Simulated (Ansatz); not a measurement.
Ge(NH2)2H2 (GeN2H6). Charge 0, multiplicity 3. Geometry PBE0-D4/def2-TZVP, that of the neutral singlet; atoms count from 1.

```xyz
9

Ge    0.3027    0.5898   -0.1809
N    -1.4479    0.5786    0.3941
H    -1.5886    0.2757    1.3476
H    -2.0950    0.0838   -0.2037
N     1.2322   -0.9990   -0.2651
H     0.8680   -1.6796   -0.9171
H     1.3926   -1.4525    0.6233
H     1.0686    1.4687    0.8164
H     0.2675    1.1346   -1.6146
```

At PBE0-D4/def2-TZVP a singlet of charge 0 lies 5.59 eV below the triplet at the same geometry.

**Question.** Estimate the Mulliken populations from the PBE0/def2-TZVP orbitals of Ansatz.

**Answer.** 
```tsv
atom	charge (e)	spin (α − β)
Ge1	-0.21	0.62
N2	-0.04	0.28
H3	0.06	0.21
H4	0.06	0.21
N5	-0.04	0.28
H6	0.06	0.21
H7	0.06	0.21
H8	0.03	-0.02
H9	0.03	-0.02
```
Mulliken values and Mayer orders depend strongly on the basis.

**Question.** Where does the spin sit?

**Answer.** Summed by element: Ge 0.62, N 0.57, H 0.81, of 2 unpaired in all. Largest on single atoms: Ge1 0.62, N2 0.28, N5 0.28.
